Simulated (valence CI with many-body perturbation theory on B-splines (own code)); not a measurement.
# Energy levels of N⁺

Computed by valence CI with perturbative core correlation (CI+MBPT): four valence electrons over a frozen Dirac-Fock core [He], a basis of 9 s, 9 p, 8 d, 6 f, 3 g, 1 h functions for each j, with the one-electron correlation potential Σ1, the two-electron term Σ2, the three-electron term Σ3, Breit, model QED; selected CI, second order for the rest, scaled by the run's own slope (own B-spline code, finite nucleus).

Set against measurement, 39 paired levels are off by 80 cm⁻¹ on average, the worst by 262. These come from a selection out of the NIST Handbook of Basic Atomic Spectroscopic Data. Levels without a partner in it may be off by more. Among the levels kept, up to 590 cm⁻¹ of a level comes from second order outside the variational space, and about a tenth of that is noise between levels of different J, which matters for small intervals.

Levels 1 to 41 of 41, with energies above the lowest level, 2s²2p² ³P_0. "Leading %" is the weight of the configuration and term that name the level; weights of strongly mixed levels are sums over their largest components and can fall short, so below about 35 % the name and the second component can differ from the true leading terms, or belong to a minority configuration. In the jj column 3d3/2^4 stands for four electrons in 3d with j = 3/2.

```tsv
No.	Configuration	Term	J	E (cm⁻¹)	Leading %	Leading jj	Second component
1	2s²2p²	³P	0	0.0	96	2s^2 2p1/2^2 (64 %)	
2	2s²2p²	³P	1	50.3	96	2s^2 2p1/2 2p3/2 (96 %)	
3	2s²2p²	³P	2	133	96	2s^2 2p3/2^2 (63 %)	
4	2s²2p²	¹D	2	15429	96	2s^2 2p1/2 2p3/2 (63 %)	
5	2s²2p²	¹S	0	32877	92	2s^2 2p3/2^2 (62 %)	6 % 2p⁴ ¹S
6	2s2p³	⁵S°	2	46612	99	2s 2p1/2 2p3/2^2 (55 %)	
7	2s2p³	³D°	3	92271	96	2s 2p1/2 2p3/2^2 (96 %)	
8	2s2p³	³D°	2	92286	96	2s 2p1/2 2p3/2^2 (64 %)	
9	2s2p³	³D°	1	92286	96	2s 2p1/2 2p3/2^2 (43 %)	
10	2s2p³	³P°	1	109318	95	2s 2p1/2 2p3/2^2 (63 %)	
11	2s2p³	³P°	2	109321	95	2s 2p3/2^3 (48 %)	
12	2s2p³	³P°	0	109323	94	2s 2p1/2 2p3/2^2 (94 %)	
13	2s2p³	¹D°	2	144362	90	2s 2p1/2 2p3/2^2 (70 %)	
14	2s²2p3s	³P°	0	148819	90	2s^2 2p1/2 3s (90 %)	
15	2s²2p3s	³P°	1	148855	83	2s^2 2p1/2 3s (79 %)	6 % 2s²2p3s ¹P°
16	2s²2p3s	³P°	2	148992	90	2s^2 2p3/2 3s (90 %)	
17	2s²2p3s	¹P°	1	149124	73	2s^2 2p3/2 3s (73 %)	12 % 2s2p³ ¹P°
18	2s2p³	³S°	1	155296	95	2s 2p1/2 2p3/2^2 (52 %)	
19	2s²2p3p	¹P	1	164527	91	2s^2 2p3/2 3p3/2 (49 %)	
20	2s²2p3p	³D	1	166441	92	2s^2 2p1/2 3p1/2 (66 %)	
21	2s²2p3p	³D	2	166504	92	2s^2 2p1/2 3p3/2 (47 %)	
22	2s²2p3p	³D	3	166595	92	2s^2 2p3/2 3p3/2 (92 %)	
23	2s2p³	¹P°	1	167028	80	2s 2p3/2^3 (27 %)	12 % 2s²2p3s ¹P°
24	2s²2p3p	³S	1	168805	92	2s^2 2p3/2 3p3/2 (35 %)	
25	2s²2p3p	³P	0	170466	90	2s^2 2p1/2 3p1/2 (61 %)	
26	2s²2p3p	³P	1	170507	90	2s^2 2p3/2 3p1/2 (48 %)	
27	2s²2p3p	³P	2	170566	90	2s^2 2p3/2 3p3/2 (59 %)	
28	2s²2p3p	¹D	2	174160	90	2s^2 2p3/2 3p3/2 (31 %)	
29	2s²2p3p	¹S	0	178276	88	2s^2 2p3/2 3p3/2 (59 %)	
30	2s²2p3d	³F°	2	186481	91	2s^2 2p1/2 3d3/2 (76 %)	
31	2s²2p3d	³F°	3	186539	92	2s^2 2p1/2 3d5/2 (46 %)	
32	2s²2p3d	³F°	4	186613	92	2s^2 2p3/2 3d5/2 (92 %)	
33	2s²2p3d	¹D°	2	187046	88	2s^2 2p3/2 3d5/2 (43 %)	
34	2s²2p3d	³D°	1	187376	91	2s^2 2p1/2 3d3/2 (50 %)	
35	2s²2p3d	³D°	2	187403	91	2s^2 2p3/2 3d3/2 (54 %)	
36	2s²2p3d	³D°	3	187431	91	2s^2 2p3/2 3d5/2 (64 %)	
37	2s²2p3d	³P°	2	188803	91	2s^2 2p3/2 3d5/2 (42 %)	
38	2s²2p3d	³P°	1	188851	91	2s^2 2p3/2 3d3/2 (52 %)	
39	2s²2p3d	³P°	0	188871	91	2s^2 2p3/2 3d3/2 (91 %)	
40	2s²2p3d	¹F°	3	189311	91	2s^2 2p3/2 3d3/2 (38 %)	
41	2s²2p3d	¹P°	1	190083	88	2s^2 2p3/2 3d5/2 (56 %)
```

Where two levels of one J and parity lie close, their mixing, g and order are uncertain.

The ionisation energy to 2s²2p ²P°1/2 of the next ion comes out as 29.587 eV (NIST: 29.6013 eV (semi-empirical)). All 41 levels together are meant to be complete up to 194068 cm⁻¹.
